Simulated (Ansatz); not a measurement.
A CCSD(T) single point on CH$_{3}$AlFNS (`F[C]1(S)[NH][AlH]1`).

```yaml
crystal:
  periodic: [false, false, false]
  atoms:
    - {symbol: F, position_ang: [-1.104719, 0.864431, 1.054134]}
    - {symbol: C, position_ang: [-0.092107, 0.238393, 0.333748]}
    - {symbol: S, position_ang: [1.476561, 1.017065, 0.769566]}
    - {symbol: N, position_ang: [-0.325463, 0.220562, -1.081886]}
    - {symbol: Al, position_ang: [-0.361610, -1.443929, -0.564186]}
    - {symbol: H, position_ang: [1.342586, 0.898403, 2.100125]}
    - {symbol: H, position_ang: [-0.294223, 1.073925, -1.622927]}
    - {symbol: H, position_ang: [-0.548725, -2.925850, -1.044374]}
basis:
  gaussian: {orbitals: def2-SVP}
correlation: {method: ccsd_t}
```

```sh
$ ansatz run in.yaml --threads 2 --pin off --events-out ev --progress --plain --max-ram 4352MiB
```

The program prints (abridged):

```
Functional definition: HF
893 factors; integrals over basis functions are off by at most 1.3e-3 eV
mean field evaluation 1: about -22650.6834 eV, gradient 3.8e1 eV
mean field evaluation 2: about -22650.7901 eV, gradient 3.8e1 eV
mean field evaluation 4: about -22654.3970 eV, gradient 3.6e0 eV
mean field evaluation 8: about -22654.4701 eV, gradient 4.0e-1 eV
mean field -22654.47083258 eV, -832.5364473454 hartree, gradient 2.9e-6 eV, S^2 0.000000; 0 other end points of the search recorded, 0 dependent functions left out
13 core orbitals not correlated: weight in the atoms' cores, before any rotation towards them, 1.000 or more for the frozen orbitals, at most 0.000 for the correlated occupied ones
reference -22654.47083258 eV, -832.5364473454 hartree; 14, 14 occupied and 66, 66 virtual orbitals, 893 factors
second order -18.41874728 eV of doubles, -0.00000000 eV of singles
cycle   1  -18.76687580 eV  change   -3.5e-1 eV  update   1.1e-1
cycle   2  -19.28273413 eV  change   -5.2e-1 eV  update   3.6e-2
cycle   3  -19.42558618 eV  change   -1.4e-1 eV  update   2.2e-2
cycle   4  -19.41735422 eV  change    8.2e-3 eV  update   6.5e-3
cycle   5  -19.41319946 eV  change    4.2e-3 eV  update   3.6e-3
cycle   6  -19.41369028 eV  change   -4.9e-4 eV  update   1.2e-3
cycle   7  -19.41329337 eV  change    4.0e-4 eV  update   4.9e-4
cycle   8  -19.41314133 eV  change    1.5e-4 eV  update   1.9e-4
cycle   9  -19.41322177 eV  change   -8.0e-5 eV  update   7.8e-5
cycle  10  -19.41326169 eV  change   -4.0e-5 eV  update   3.2e-5
cycle  11  -19.41324487 eV  change    1.7e-5 eV  update   1.3e-5
perturbative correction -0.59463388 eV, -0.0218523921 hartree
Total energy: -22674.47871133 eV, -833.2717233279 hartree
```

Run time 5.5 s (2 threads of an Arm Neoverse V1 on a shared host); peak host memory 0.31 GiB.

MP2 recovers 92.1 % of the CCSD(T) correlation energy and the triples give 3.0 %; T1 = 0.0166.
